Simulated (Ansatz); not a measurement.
Frontier orbitals of `CCC(/C=C/NC)=N/C`.

Z-matrix (Å, degrees):
```
C
C 1 1.525
H 1 1.092 2 110.1
H 1 1.093 2 111.0 3 -119.6
H 1 1.093 2 112.0 3 119.7
C 2 1.509 1 112.6 3 -58.4
H 2 1.091 1 109.5 3 59.8
H 2 1.095 1 110.2 3 177.4
C 6 1.451 2 119.3 1 -79.2
N 6 1.280 2 115.9 1 98.9
C 9 1.349 6 124.2 2 -4.7
H 9 1.085 6 117.6 2 175.7
C 10 1.441 6 119.5 2 -178.0
N 11 1.357 9 126.1 6 -176.5
H 11 1.086 9 120.4 6 1.2
H 13 1.098 10 112.5 6 -60.1
H 13 1.099 10 112.5 6 61.3
H 13 1.091 10 109.1 6 -179.4
C 14 1.439 11 121.9 9 -162.2
H 14 1.007 11 116.3 9 -9.0
H 19 1.092 14 109.3 11 -40.9
H 19 1.091 14 109.9 11 -158.8
H 19 1.098 14 113.2 11 79.7
```

Charge 0, multiplicity 1. Geometry: relaxed with PBE0-D4/def2-TZVP. It is one conformer, not always the lowest. Basis def2-TZVPP, Ansatz.

Orbital energies of one run (eV). Highest occupied ones, from the top: -5.78, -6.39, -7.91, -9.24, -9.31, -9.72, -10.37, -10.59, -11.15, -11.44, -11.52, -11.77, -12.32, -12.71. Empty: -0.50, 0.93, 1.20, 1.77, 2.14, 2.23.

Question: Which functional gave them?
A. ωB97M-V
B. r2SCAN
C. PBE0
D. r2SCANh

Answer: C. HOMO energies: PBE0 -5.78, r2SCAN -4.93, ωB97M-V -7.84, r2SCANh -5.32 eV.
